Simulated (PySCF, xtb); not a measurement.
B(Cl)(Br)(OMe) (CH3BBrClO), SMILES COB(Cl)Br. Other conformers were not sampled.

Harmonic wavenumbers (cm⁻¹) from GFN2-xTB in xtb at its own minimum, in rising order: 84, 170, 172, 196, 377, 419, 428, 774, 972, 1124, 1135, 1318, 1415, 1449, 1459, 2964, 2990, 2995.

Question: What does PBE-D3(BJ)/def2-SVP run with PySCF give at its own minimum? (An estimate is asked for; the answer gives what the named calculation found.)

Answer: 50, 146, 189, 211, 390, 446, 474, 910, 1005, 1140, 1142, 1346, 1417, 1420, 1462, 2968, 3071, 3072. Paired by order, the mean absolute difference is 33 cm⁻¹ and the zero-point energies are 29.2 and 29.8 kcal/mol.
